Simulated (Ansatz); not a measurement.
```xyz
10

B     0.9033    0.7053    1.8360
Ge    0.7417   -0.0778   -0.0607
O    -0.5544   -1.3132   -0.3189
C    -1.2072   -0.4229   -1.2134
O    -0.4081    0.7515   -1.1846
H     1.0167    1.8823    1.9895
H     0.8853   -0.0169    2.7845
H     2.0846   -0.4556   -0.7354
H    -1.2347   -0.8460   -2.2269
H    -2.2273   -0.2067   -0.8700
```

Total charge 0; spin multiplicity 1.

(1) List the ωB97M-V/def2-TZVPP orbital energies in eV (Ansatz 0.2.0). (Best estimate.)

## Answers

(1) Computed: Occupied: -10867.30, -1363.07, -1210.83, -1210.78, -1210.77, -525.69, -525.69, -283.83, -189.25, -174.93, -124.27, -124.14, -124.10, -37.16, -37.03, -36.99, -36.94, -36.90, -31.97, -28.81, -20.95, -18.23, -16.40, -15.89, -15.33, -15.13, -13.18, -12.48, -11.57, -11.09, -10.89, -9.44. Lowest empty: -1.05, 1.17, 2.54, 2.72, 3.62, 3.79, 3.86, 4.39.
